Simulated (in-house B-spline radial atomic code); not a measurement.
# Ionising Bi13+ with different functionals

Computed with a radial B-spline atomic code at the basis-set limit: scalar-relativistic (spin-free X2C) Hamiltonian, Fermi nucleus of rms radius 5.5211 fm, spin-polarised at highest spin, spherical fractional occupations for the functionals. The ionisation energy is the difference of two self-consistent energies, [Xe] 4f14 5d2 → [Xe] 4f14 5d1, without Breit or QED terms; ε is the level of the shell that loses the electron (its least bound occupied spin orbital). There is no spin-orbit coupling in this Hamiltonian.

Hybrids are left out here: with spherical fractional occupations of an open shell their exact exchange keeps a self-interaction that integer-occupation calculations don't have.

```
           method      rung  ΔSCF (eV)  -ε(5d) (eV)
         LDA VWN5       LDA          ?            ?
LDA exchange-only       LDA     249.15       238.37
             BP86       GGA     250.77       240.00
              PBE       GGA          ?            ?
           r2SCAN  meta-GGA     250.70       240.10
```

**Question.** What does LDA VWN5 give?

**Answer.** ΔSCF 251.02 eV, and -ε(5d) = 240.19 eV.

**Question.** What does PBE give?

**Answer.** ΔSCF 250.70 eV, and -ε(5d) = 239.94 eV.

**Question.** How do they compare with the NIST value?

**Answer.** NIST lists 252 eV ± 3 (tabulated theory, ground level to ground level). Errors run from -2.85 to -0.98 eV; all lie within about twice that uncertainty, so the table can't rank the methods.
